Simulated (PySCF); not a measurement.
A PySCF script (with the pyscf-properties extension) for the NMR shieldings of `InChI=1S/C7H11OP/c1-2-5-9(8)6-3-4-7-9/h2-5H,6-7H2,1H3/b5-2-`, on a GFN2-xTB geometry:

```python
import basis_set_exchange as bse
import numpy as np
from pyscf import gto, dft
from pyscf.prop import nmr

atoms = """
C     2.662382   -0.927199    0.431694
C     2.233993    0.027525   -0.622983
C     1.068084    0.659340   -0.643081
P    -0.201281    0.468643    0.643831
O     0.235412    0.646669    2.035810
C    -1.589081    1.536657    0.060682
C    -2.298812    0.658284   -0.918554
C    -2.060708   -0.641872   -0.836084
C    -1.108083   -1.090363    0.225181
H     1.906718   -1.002062    1.208946
H     3.598422   -0.590356    0.876717
H     2.841458   -1.912316   -0.000318
H     2.950203    0.200524   -1.420007
H     0.817854    1.331471   -1.452167
H    -1.259318    2.483865   -0.369402
H    -2.219849    1.762729    0.926741
H    -2.973600    1.095050   -1.638308
H    -2.522466   -1.372594   -1.481762
H    -1.633745   -1.426935    1.124580
H    -0.452730   -1.896381   -0.107275
"""
names = dict.fromkeys(["C", "P", "O", "H"], "pcSseg-1")
basis = {el: gto.basis.parse(bse.get_basis(n, elements=[el], fmt="nwchem")) for el, n in names.items()}
mol = gto.M(atom=atoms, basis=basis, charge=0, verbose=0)
mf = dft.RKS(mol, xc="PBE0")
mf.grids.level = 2
mf.grids.alignment = dft.numint.BLKSIZE   # the property module wants whole blocks of grid points
mf.conv_tol = 1e-9
mf.kernel()

calc = nmr.RKS(mf)   # GIAO
C = mf.mo_coeff
Co = C[:, mf.mo_occ > 0]
resp = mf.gen_response(singlet=True, hermi=2)
def vind(x):   # induced exchange potential for any number of trial vectors
    d = np.einsum("pi,xij,qj->xpq", C, 2 * x.reshape(-1, C.shape[1], Co.shape[1]), Co, optimize=True)
    return np.einsum("xpq,pi,qj->xij", resp(d - d.transpose(0, 2, 1)), C, Co, optimize=True).ravel()
mo1, _ = nmr.rhf.solve_mo1(calc, with_cphf=vind)
sigma = calc.kernel(mo1)
for i, s in enumerate(sigma):   # ppm
    print("%2d %-2s %9.2f" % (i, mol.atom_pure_symbol(i), np.trace(s) / 3))
```

Problem. What are the results?

Solution. 
```
 0 C     164.91
 1 C      29.37
 2 C      52.94
 3 P     283.58
 4 O     215.32
 5 C     150.18
 6 C      52.52
 7 C      50.87
 8 C     148.52
 9 H      28.42
10 H      29.64
11 H      29.98
12 H      24.85
13 H      25.82
14 H      29.41
15 H      29.05
16 H      25.74
17 H      25.73
18 H      29.02
19 H      29.30
```

These numbers come from an equivalent density-fitted implementation of the same equations, which agrees with the script to about 0.01 ppm for H and up to a few tenths of a ppm for heavy atoms, so last digits may differ.

Problem. Turn these shieldings into chemical shifts. Scale: TMS for ¹³C (186.93 ppm), ¹H (31.72 ppm); ³¹P (318.38 ppm) vs H3PO4; H2O for ¹⁷O (336.08 ppm) (reference shieldings calculated alike).

Solution. Averaging equivalent atoms: C 1: 157.6; C 6/7: 135.2; C 2: 134.0; C 5/8: 37.6; C 0: 22.0; P 3: 34.8; O 4: 120.8; H 12: 6.87; H 16/17: 5.98; H 13: 5.90; H 15/18: 2.68; H 9/10/11: 2.37; H 14/19: 2.36 ppm. Experimental scales use liquid or dissolved standards, which lie at an offset from isolated H2O (liquid H2O: subtract about 36 ppm) and H3PO4.

Size and cost of the density-fitted run: 215 basis functions, roughly 110 core-seconds.
